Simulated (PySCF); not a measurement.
Gas-phase reaction: 2 HBr → Br2 + 2 H

Method: PySCF energies plus ideal-gas RRHO corrections (1 bar). Table values come from the NASA 1993 polynomials. † marks an energy on the PBE0/def2-TZVP geometry and frequencies; other levels use their own. CCSD(T) freezes the core. 6-31G* has spherical d functions here. Open shells (unrestricted): H (multiplicity 2); the rest are closed-shell singlets. B3LYP is the form with VWN-RPA correlation. Br: all electrons, no relativistic terms. CCSD(T) isn't extrapolated to the basis-set limit; its ΔH°(298 K) is 543.9 kJ in def2-SVP and 549.4 kJ in def2-TZVPP. The harmonic model lacks anharmonicity and excited electronic states, which grow with temperature; levels with a mode under 35 cm⁻¹ are left out.

| level | ΔH°(298 K), kJ | minus table | ΔG°(2500 K), kJ |
|---|---|---|---|
| table | 539.8 | - | 293.4 |
| B3LYP/def2-TZVP† | 537.6 | -2.2 | 291.3 |
| CCSD(T)/def2-TZVPP† | 549.4 | 9.6 | 303.1 |
| HF/6-31G* | 438.8 | -101.0 | 192.0 |
| M06-2X/def2-TZVP† | 524.9 | -14.9 | 278.6 |
| PBE/def2-TZVP† | 509.6 | -30.2 | 263.3 |
| PBE0/def2-TZVP | 519.3 | -20.5 | 273.0 |
| r2SCAN/def2-TZVP† | 530.7 | -9.1 | 284.4 |
